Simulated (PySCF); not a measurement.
B(H)(OH)(NH2) (BH4NO), SMILES B(N)O.

Geometry: r2SCAN-D4/def2-TZVP. Other conformers were not sampled.

Computed with TDA-M06-2X/def2-SVPD run with PySCF 2.14.0.

Vertical excitations. Isolated molecule, no solvent. State labels are in the subgroup Cs.

Task: Give excitation energies, oscillator strengths and character. (The exact figures need the calculation; the answer reports its results.)

Result: 
```csv
state,symmetry,energy (eV),λ (nm),f,main pairs
S1,A",6.99,177,0.016,HOMO→LUMO 90 %
S2,A",8.04,154,0.027,HOMO→LUMO+1 87 %
S3,A",8.56,145,0.002,HOMO→LUMO+2 71 %
S4,A',8.67,143,0.132,"HOMO→LUMO+3 71 %, HOMO−1→LUMO 16 %"
S5,A',8.98,138,0.125,"HOMO−1→LUMO 70 %, HOMO→LUMO+3 16 %"
S6,A",9.10,136,0.032,HOMO−1→LUMO+3 89 %
S7,A",9.44,131,0.045,"HOMO→LUMO+4 33 %, HOMO−2→LUMO 28 %, HOMO−2→LUMO+1 13 %, HOMO→LUMO+2 13 %"
S8,A',9.65,128,0.027,"HOMO−1→LUMO+1 45 %, HOMO−3→LUMO 36 %, HOMO−1→LUMO 9 %"
S9,A",9.74,127,0.008,"HOMO−2→LUMO 43 %, HOMO→LUMO+4 35 %, HOMO→LUMO+1 8 %"
S10,A',10.19,122,0.167,"HOMO−1→LUMO+1 41 %, HOMO−3→LUMO 28 %, HOMO→LUMO+5 16 %"
T1,A",6.84,181,0,HOMO→LUMO 85 %
T2,A',7.11,174,0,HOMO→LUMO+3 89 %
T3,A",7.92,156,0,HOMO→LUMO+1 77 %
T4,A",8.36,148,0,HOMO−1→LUMO+3 87 %
```
Triplets are in the Tamm–Dancoff approximation.
